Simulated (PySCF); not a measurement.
## 29Si chemical shifts

Theory: geometry: GFN2-xTB, PBE0/pcSseg-1 with gauge-including orbitals, in PySCF (relativity neglected, one averaged value for each set of equivalent atoms, a single conformation, isolated molecule).

Shieldings were converted by a linear fit to measured shifts: 29Si: δ = 279.94 − 0.822σ (rms 8.9 ppm, 72 shifts, 25.8 ppm with the 6 outliers that the fit left out vs TMS, solution or neat liquid). A few per cent of atoms miss by over 2 rms, more outside the fitted compound classes.

Give the 29Si shifts of `C=C[SiH2][C@@H]([SiH3])[SiH2]C#CC`, `C[Si@H](N)N1CCCC1`, `C=CCN(N)[SiH](C)C`, `[SiH3]C1([SiH3])[SiH2]C=C1C1CC1`, `CC#C[Si@@H]1C[C@@H](C[SiH3])[SiH2]1`, `[SiH3]NN1CCCCC1`.

## Answers


```tsv
compound	environment	δ (ppm)
[CH2:1]=[CH:2][SiH2:3][C@@H:4]([SiH3:5])[SiH2:6][C:7]#[C:8][CH3:9]	Si3: silicon bonded to 2 C, 2 H	-47.3
[CH2:1]=[CH:2][SiH2:3][C@@H:4]([SiH3:5])[SiH2:6][C:7]#[C:8][CH3:9]	Si6: silicon bonded to 2 C, 2 H	-61.3
[CH2:1]=[CH:2][SiH2:3][C@@H:4]([SiH3:5])[SiH2:6][C:7]#[C:8][CH3:9]	Si5: silicon bonded to C, 3 H	-67.7
C[Si@H](N)N1CCCC1	silicon bonded to C, 2 N, H	-23.6
C=CCN(N)[SiH](C)C	silicon bonded to 2 C, N, H	-18.5
[SiH3:1][C:2]1([SiH3:3])[SiH2:4][CH:5]=[C:6]1[CH:7]1[CH2:8][CH2:9]1	Si4: silicon bonded to 2 C, 2 H, in a 4-membered ring	-40.8
[SiH3:1][C:2]1([SiH3:3])[SiH2:4][CH:5]=[C:6]1[CH:7]1[CH2:8][CH2:9]1	Si1/3: silicon bonded to C, 3 H (×2)	-60.1
[CH3:1][C:2]#[C:3][Si@@H:4]1[CH2:5][C@@H:6]([CH2:7][SiH3:8])[SiH2:9]1	Si9: silicon bonded to C, Si, 2 H, in a 4-membered ring	-41.7
[CH3:1][C:2]#[C:3][Si@@H:4]1[CH2:5][C@@H:6]([CH2:7][SiH3:8])[SiH2:9]1	Si4: silicon bonded to 2 C, Si, H, in a 4-membered ring	-57.2
[CH3:1][C:2]#[C:3][Si@@H:4]1[CH2:5][C@@H:6]([CH2:7][SiH3:8])[SiH2:9]1	Si8: silicon bonded to C, 3 H	-69.0
[SiH3]NN1CCCCC1	silicon bonded to N, 3 H	-57.3
```
